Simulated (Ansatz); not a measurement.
Ti2O4⁺. Total charge 1; doublet. Geometry r2SCAN-D4/def2-SVP, basis def2-TZVP, Ansatz.

Cartesian coordinates in Å:
```
Ti -2.3114 -0.1482 0.0882
Ti 0.3922 0.0209 -0.0211
O 2.0095 0.5526 0.5103
O -1.1525 0.9056 -0.6714
O 2.0351 -0.2837 -0.6508
O -0.9729 -1.0472 0.7448
```

```tsv
run	HOMO (eV)	LUMO (eV)
A	-10.64	-8.94
B	-13.86	-7.24
C	-10.55	-8.89
D	-14.89	-5.63
E	-10.19	-9.10
F	-11.99	-7.96
```

LC-ωPBE has ω = 0.4 bohr⁻¹. The structure holds 1 bond(s) between oxygen atoms. No other spin state of charge 1 was run. Another isomer (doublet) lies 1.14 eV lower at PBE0-D4/def2-TZVP; other spin states weren't run for this one.

HOMO and LUMO are taken over both spins.

The runs used B97M-V, BHLYP, LC-ωPBE, PBE, PBE0, r2SCAN. Estimate which is which.

A r2SCAN (0 % exact exchange); B BHLYP (50 % exact exchange); C B97M-V (0 % exact exchange); D LC-ωPBE (range-separated); E PBE (0 % exact exchange); F PBE0 (25 % exact exchange). Exact exchange lowers occupied and raises empty levels; among semilocal functionals meta-GGAs tend to open the gap a little, and such runs are hard to tell apart. The gap grows from 1.09 eV (PBE) to 9.26 eV (LC-ωPBE).
